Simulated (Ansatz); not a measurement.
Molecular dynamics of CH$_{3}$AlF$_{2}$

Input:

```yaml
crystal:
  periodic: [false, false, false]
  atoms:
    - { symbol: F, position_ang: [0.564548, -0.551088, 1.854059] }
    - { symbol: C, position_ang: [0.760089, -0.151857, 0.596286] }
    - { symbol: F, position_ang: [0.066161, -1.265327, -0.332167] }
    - { symbol: Al, position_ang: [-0.707839, 0.519324, -0.572136] }
    - { symbol: H, position_ang: [1.829493, -0.297497, 0.327535] }
    - { symbol: H, position_ang: [-2.162626, 0.570535, 0.073835] }
    - { symbol: H, position_ang: [-0.288626, 1.10781, -1.993111] }
basis:
  gaussian: { orbitals: def2-SVP }
hamiltonian:
  xc: pbe
md:
  timestep: 1.0
  n_steps: 150
  ensemble: nve
  temperature: 500.0
  initial_velocities: maxwell_boltzmann
  seed: 340226
scf:
  lower_state_search: "off"
```

Run as:

```bash
$ ansatz run input.yaml --threads 1 --pin off --max-ram 2048MiB --backend cpu --events-out ev --progress --plain --runs-dir out
```

It starts from a relaxed structure.

Output, in part (one step line in 3, the closing report, with atoms numbered from 0):

```
md step     0: t =     0.00 fs  T =   500.0 K  F+E_penalty+E_count = -13098.01369280 eV  E_kin = 0.323150 eV  conserved = -13097.69054280 eV  (15 SCF iters)
md step     3: t =     3.00 fs  T =   367.3 K  F+E_penalty+E_count = -13097.92573532 eV  E_kin = 0.237413 eV  conserved = -13097.68832262 eV  (21 SCF iters)
md step     6: t =     6.00 fs  T =   309.3 K  F+E_penalty+E_count = -13097.88878603 eV  E_kin = 0.199920 eV  conserved = -13097.68886594 eV  (21 SCF iters)
md step     9: t =     9.00 fs  T =   300.0 K  F+E_penalty+E_count = -13097.88320914 eV  E_kin = 0.193879 eV  conserved = -13097.68933039 eV  (20 SCF iters)
md step    12: t =    12.00 fs  T =   215.5 K  F+E_penalty+E_count = -13097.82764559 eV  E_kin = 0.139287 eV  conserved = -13097.68835856 eV  (21 SCF iters)
md step    15: t =    15.00 fs  T =   222.4 K  F+E_penalty+E_count = -13097.83225379 eV  E_kin = 0.143723 eV  conserved = -13097.68853060 eV  (21 SCF iters)
md step    18: t =    18.00 fs  T =   271.9 K  F+E_penalty+E_count = -13097.86548687 eV  E_kin = 0.175710 eV  conserved = -13097.68977689 eV  (21 SCF iters)
md step    21: t =    21.00 fs  T =   221.8 K  F+E_penalty+E_count = -13097.83123870 eV  E_kin = 0.143370 eV  conserved = -13097.68786821 eV  (20 SCF iters)
md step    24: t =    24.00 fs  T =   319.3 K  F+E_penalty+E_count = -13097.89604284 eV  E_kin = 0.206362 eV  conserved = -13097.68968121 eV  (21 SCF iters)
md step    27: t =    27.00 fs  T =   321.1 K  F+E_penalty+E_count = -13097.89732142 eV  E_kin = 0.207510 eV  conserved = -13097.68981095 eV  (21 SCF iters)
md step    30: t =    30.00 fs  T =   161.1 K  F+E_penalty+E_count = -13097.79218647 eV  E_kin = 0.104145 eV  conserved = -13097.68804162 eV  (21 SCF iters)
md step    33: t =    33.00 fs  T =   145.2 K  F+E_penalty+E_count = -13097.78233379 eV  E_kin = 0.093825 eV  conserved = -13097.68850862 eV  (21 SCF iters)
md step    36: t =    36.00 fs  T =   202.9 K  F+E_penalty+E_count = -13097.82088682 eV  E_kin = 0.131161 eV  conserved = -13097.68972568 eV  (21 SCF iters)
md step    39: t =    39.00 fs  T =   177.9 K  F+E_penalty+E_count = -13097.80302823 eV  E_kin = 0.114957 eV  conserved = -13097.68807123 eV  (21 SCF iters)
md step    42: t =    42.00 fs  T =   267.4 K  F+E_penalty+E_count = -13097.86254986 eV  E_kin = 0.172815 eV  conserved = -13097.68973509 eV  (20 SCF iters)
md step    45: t =    45.00 fs  T =   258.3 K  F+E_penalty+E_count = -13097.85615961 eV  E_kin = 0.166951 eV  conserved = -13097.68920830 eV  (20 SCF iters)
md step    48: t =    48.00 fs  T =   192.6 K  F+E_penalty+E_count = -13097.81263323 eV  E_kin = 0.124448 eV  conserved = -13097.68818489 eV  (21 SCF iters)
md step    51: t =    51.00 fs  T =   233.6 K  F+E_penalty+E_count = -13097.84034989 eV  E_kin = 0.150956 eV  conserved = -13097.68939387 eV  (21 SCF iters)
md step    54: t =    54.00 fs  T =   183.9 K  F+E_penalty+E_count = -13097.80846314 eV  E_kin = 0.118824 eV  conserved = -13097.68963929 eV  (21 SCF iters)
md step    57: t =    57.00 fs  T =    64.9 K  F+E_penalty+E_count = -13097.72922994 eV  E_kin = 0.041931 eV  conserved = -13097.68729856 eV  (21 SCF iters)
md step    60: t =    60.00 fs  T =   198.5 K  F+E_penalty+E_count = -13097.81796520 eV  E_kin = 0.128259 eV  conserved = -13097.68970612 eV  (21 SCF iters)
md step    63: t =    63.00 fs  T =   251.4 K  F+E_penalty+E_count = -13097.85187658 eV  E_kin = 0.162454 eV  conserved = -13097.68942242 eV  (20 SCF iters)
md step    66: t =    66.00 fs  T =   194.8 K  F+E_penalty+E_count = -13097.81437395 eV  E_kin = 0.125915 eV  conserved = -13097.68845875 eV  (20 SCF iters)
md step    69: t =    69.00 fs  T =   198.3 K  F+E_penalty+E_count = -13097.81726950 eV  E_kin = 0.128185 eV  conserved = -13097.68908498 eV  (21 SCF iters)
md step    72: t =    72.00 fs  T =   166.5 K  F+E_penalty+E_count = -13097.79690480 eV  E_kin = 0.107621 eV  conserved = -13097.68928384 eV  (21 SCF iters)
md step    75: t =    75.00 fs  T =   134.4 K  F+E_penalty+E_count = -13097.77468241 eV  E_kin = 0.086878 eV  conserved = -13097.68780491 eV  (21 SCF iters)
md step    78: t =    78.00 fs  T =   259.4 K  F+E_penalty+E_count = -13097.85791965 eV  E_kin = 0.167627 eV  conserved = -13097.69029307 eV  (20 SCF iters)
md step    81: t =    81.00 fs  T =   206.4 K  F+E_penalty+E_count = -13097.82220088 eV  E_kin = 0.133401 eV  conserved = -13097.68880028 eV  (21 SCF iters)
md step    84: t =    84.00 fs  T =   157.0 K  F+E_penalty+E_count = -13097.78954297 eV  E_kin = 0.101490 eV  conserved = -13097.68805291 eV  (21 SCF iters)
md step    87: t =    87.00 fs  T =   249.3 K  F+E_penalty+E_count = -13097.85079889 eV  E_kin = 0.161116 eV  conserved = -13097.68968266 eV  (21 SCF iters)
md step    90: t =    90.00 fs  T =   206.9 K  F+E_penalty+E_count = -13097.82327358 eV  E_kin = 0.133724 eV  conserved = -13097.68954911 eV  (21 SCF iters)
md step    93: t =    93.00 fs  T =    97.5 K  F+E_penalty+E_count = -13097.75094393 eV  E_kin = 0.062996 eV  conserved = -13097.68794794 eV  (21 SCF iters)
md step    96: t =    96.00 fs  T =   143.3 K  F+E_penalty+E_count = -13097.78210243 eV  E_kin = 0.092633 eV  conserved = -13097.68946917 eV  (21 SCF iters)
md step    99: t =    99.00 fs  T =   142.5 K  F+E_penalty+E_count = -13097.78066377 eV  E_kin = 0.092066 eV  conserved = -13097.68859789 eV  (21 SCF iters)
md step   102: t =   102.00 fs  T =   190.9 K  F+E_penalty+E_count = -13097.81200418 eV  E_kin = 0.123369 eV  conserved = -13097.68863506 eV  (20 SCF iters)
md step   105: t =   105.00 fs  T =   269.2 K  F+E_penalty+E_count = -13097.86399752 eV  E_kin = 0.173987 eV  conserved = -13097.69001088 eV  (20 SCF iters)
md step   108: t =   108.00 fs  T =   173.4 K  F+E_penalty+E_count = -13097.80075918 eV  E_kin = 0.112094 eV  conserved = -13097.68866514 eV  (21 SCF iters)
md step   111: t =   111.00 fs  T =   142.7 K  F+E_penalty+E_count = -13097.78060639 eV  E_kin = 0.092258 eV  conserved = -13097.68834850 eV  (21 SCF iters)
md step   114: t =   114.00 fs  T =   229.8 K  F+E_penalty+E_count = -13097.83836393 eV  E_kin = 0.148535 eV  conserved = -13097.68982892 eV  (21 SCF iters)
md step   117: t =   117.00 fs  T =   185.4 K  F+E_penalty+E_count = -13097.80847455 eV  E_kin = 0.119834 eV  conserved = -13097.68864103 eV  (20 SCF iters)
md step   120: t =   120.00 fs  T =   185.1 K  F+E_penalty+E_count = -13097.80790772 eV  E_kin = 0.119599 eV  conserved = -13097.68830885 eV  (21 SCF iters)
md step   123: t =   123.00 fs  T =   270.5 K  F+E_penalty+E_count = -13097.86457090 eV  E_kin = 0.174842 eV  conserved = -13097.68972923 eV  (20 SCF iters)
md step   126: t =   126.00 fs  T =   243.2 K  F+E_penalty+E_count = -13097.84579684 eV  E_kin = 0.157210 eV  conserved = -13097.68858709 eV  (20 SCF iters)
md step   129: t =   129.00 fs  T =   265.7 K  F+E_penalty+E_count = -13097.86096005 eV  E_kin = 0.171751 eV  conserved = -13097.68920869 eV  (20 SCF iters)
md step   132: t =   132.00 fs  T =   256.7 K  F+E_penalty+E_count = -13097.85545975 eV  E_kin = 0.165893 eV  conserved = -13097.68956725 eV  (21 SCF iters)
md step   135: t =   135.00 fs  T =   149.5 K  F+E_penalty+E_count = -13097.78446674 eV  E_kin = 0.096599 eV  conserved = -13097.68786800 eV  (21 SCF iters)
md step   138: t =   138.00 fs  T =   214.9 K  F+E_penalty+E_count = -13097.82753652 eV  E_kin = 0.138913 eV  conserved = -13097.68862334 eV  (21 SCF iters)
md step   141: t =   141.00 fs  T =   323.2 K  F+E_penalty+E_count = -13097.89896081 eV  E_kin = 0.208852 eV  conserved = -13097.69010856 eV  (21 SCF iters)
md step   144: t =   144.00 fs  T =   254.2 K  F+E_penalty+E_count = -13097.85249889 eV  E_kin = 0.164315 eV  conserved = -13097.68818388 eV  (21 SCF iters)
md step   147: t =   147.00 fs  T =   293.6 K  F+E_penalty+E_count = -13097.87879895 eV  E_kin = 0.189758 eV  conserved = -13097.68904109 eV  (21 SCF iters)
md step   150: t =   150.00 fs  T =   350.8 K  F+E_penalty+E_count = -13097.91615226 eV  E_kin = 0.226726 eV  conserved = -13097.68942595 eV  (21 SCF iters)
Total energy: -13097.91618806 eV, -481.3395418249 hartree
Atom 0 at     0.524013    -0.529793     1.819049 Å, force     0.379188    -0.196586     0.325263 eV/Å
Atom 1 at     0.745060    -0.207896     0.546338 Å, force    -0.009465     0.717986    -0.427906 eV/Å
Atom 2 at     0.105894    -1.292070    -0.293999 Å, force    -0.193158    -0.480335    -0.313818 eV/Å
Atom 3 at    -0.694551     0.545413    -0.549552 Å, force    -0.225286     0.464597    -0.637067 eV/Å
Atom 4 at     1.803774    -0.263132     0.225700 Å, force     0.269507    -0.222158     0.491867 eV/Å
Atom 5 at    -2.097054     0.524607     0.148778 Å, force    -0.351300    -0.019603     0.164739 eV/Å
Atom 6 at    -0.489974     1.191467    -2.035082 Å, force     0.130514    -0.263902     0.396923 eV/Å
Dipole moment:     0.299872     0.075097    -0.012129 e Å
```

The run went to its last step. The conserved energy stayed within 0.46 meV per atom of its start (net change 0.16 meV per atom), so the integration is sound. The temperature averaged 0.43 of the 500 K drawn at the start: a run that starts near a minimum puts about half its kinetic energy into the potential. A run of 0.15 ps of so small a system gives no equilibrium averages.

The same pairs are bonded in the first frame and the last. Pairs count as bonded within 1.25 times the sum of covalent radii (0.12 Å more for H–H).

Last frame:

```xyz
7
Properties=species:S:1:pos:R:3
F 0.524 -0.530 1.819
C 0.745 -0.208 0.546
F 0.106 -1.292 -0.294
Al -0.695 0.545 -0.550
H 1.804 -0.263 0.226
H -2.097 0.525 0.149
H -0.490 1.192 -2.035
```

Time of the run: 4.8 min on 1 thread of Arm Neoverse N1, on a shared host, peak memory 0.098 GiB.
